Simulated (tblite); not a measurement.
C7H11OP.
Geometry (GFN2-xTB, Å), atoms numbered from 1 in this order:
```xyz
20
C7H11OP angstrom
C     -1.8101   -2.2853    0.4050
C     -0.8471   -1.4158    0.1017
C     -1.0423    0.0171    0.0691
O     -2.2938    0.4063    0.4220
C     -2.5496    1.7826    0.4250
P      0.1403    1.1803   -0.3531
C      1.5837    0.1283   -0.8054
C      2.9452    0.7552   -0.7032
C      2.5567   -0.3280    0.2473
H     -1.6233   -3.3450    0.4282
H     -2.8081   -1.9559    0.6356
H      0.1498   -1.7617   -0.1236
H     -3.5913    1.9053    0.7173
H     -2.3831    2.2149   -0.5692
H     -1.8973    2.3020    1.1369
H      1.4172   -0.5274   -1.6543
H      3.0117    1.7627   -0.3183
H      3.6698    0.5353   -1.4733
H      3.0078   -1.3034    0.1349
H      2.3586   -0.0570    1.2744
```

Method: GFN2-xTB as coded in tblite; computed harmonic values from a numerical Hessian at the method's own geometry, unscaled. Against measured fundamentals such values can be off by several per cent, at times by over 20. One conformer, not necessarily the lowest.

Harmonic wavenumbers (cm⁻¹): 44.3, 77.8, 90.4, 135.0, 161.8, 204.5, 226.0, 241.0, 294.7, 327.8, 404.6, 441.0, 512.4, 663.1, 670.9, 727.7, 806.0, 837.9, 874.3, 956.8, 984.9, 987.8, 992.9, 1021.3, 1067.6, 1072.4, 1089.1, 1094.4, 1119.7, 1130.2, 1152.8, 1206.4, 1214.0, 1241.5, 1316.5, 1320.0, 1392.1, 1402.0, 1437.2, 1447.9, 1467.9, 1479.1, 1626.1, 2903.5, 2927.0, 2997.6, 3023.3, 3073.4, 3076.6, 3079.1, 3095.2, 3099.0, 3111.0, 3145.3.

A = 2202, B = 935.5, C = 688.5 MHz; mass 142.055 u (most abundant isotopes); point group C1, symmetry number 1.

Problem. Zero-point energy?

Solution. Half the sum of the wavenumbers: 35246 cm⁻¹ = 421.64 kJ/mol.

Problem. What is S at 350 K and 1 bar for an ideal gas of classical rigid rotors and harmonic oscillators?

Solution. Translation 174.00, rotation 126.71, vibration 155.89: S = 456.6 J/(mol K).

Problem. And Cp and H(350 K) − H(0)?

Solution. Cp = 191.17 J/(mol K), of which vibrations give 157.91 (their classical limit is 54 R = 449.0); H(350 K) − H(0) = 39.93 kJ/mol without the zero-point energy, 28.29 from vibrations.

Problem. How do the functions run with temperature in this model?

Solution. 
```json
{"T (K)": "100", "S (J/(mol K))": "298.5", "Cp (J/(mol K))": "84.6", "H − H(0) (kJ/mol)": "5.71", "G − H(0) (kJ/mol)": "-24.14", "ln q(vib)": "1.88"}
{"T (K)": "200", "S (J/(mol K))": "370.0", "Cp (J/(mol K))": "125.4", "H − H(0) (kJ/mol)": "16.26", "G − H(0) (kJ/mol)": "-57.74", "ln q(vib)": "4.80"}
{"T (K)": "300", "S (J/(mol K))": "428.9", "Cp (J/(mol K))": "168.7", "H − H(0) (kJ/mol)": "30.93", "G − H(0) (kJ/mol)": "-97.74", "ln q(vib)": "7.64"}
{"T (K)": "500", "S (J/(mol K))": "535.2", "Cp (J/(mol K))": "250.7", "H − H(0) (kJ/mol)": "73.26", "G − H(0) (kJ/mol)": "-194.35", "ln q(vib)": "13.16"}
{"T (K)": "800", "S (J/(mol K))": "671.8", "Cp (J/(mol K))": "329.1", "H − H(0) (kJ/mol)": "161.34", "G − H(0) (kJ/mol)": "-376.08", "ln q(vib)": "21.07"}
{"T (K)": "1000", "S (J/(mol K))": "749.0", "Cp (J/(mol K))": "362.6", "H − H(0) (kJ/mol)": "230.69", "G − H(0) (kJ/mol)": "-518.33", "ln q(vib)": "25.97"}
```

q(vib) and H(0) count from the zero-point level.

Problem. Which modes carry the vibrational entropy at 350 K?

Solution. 44.3 cm⁻¹: 22.49; 77.8 cm⁻¹: 17.83; 90.4 cm⁻¹: 16.59; 135.0 cm⁻¹: 13.32; 161.8 cm⁻¹: 11.86; 204.5 cm⁻¹: 10.00 J/(mol K); the other 48 give 63.81 together.

Problem. Blend soft modes into free rotors: weight 1/[1 + (100 cm⁻¹/ν̃)⁴] for the oscillator and the rest for a rotor with moment μB/(μ + B), μ = h/(8π²ν), B = 10⁻⁴⁴ kg m². What vibrational entropy results?

Solution. 143.87 J/(mol K) in place of 155.89, which changes −T·S at 350 K by +4.21 kJ/mol.

Hindered rotation and anharmonicity are outside this model. Other conformers, if any are populated, would add a mixing term that is left out. The structure is chiral; the term R ln 2 for an equal mix with its mirror image is left out.
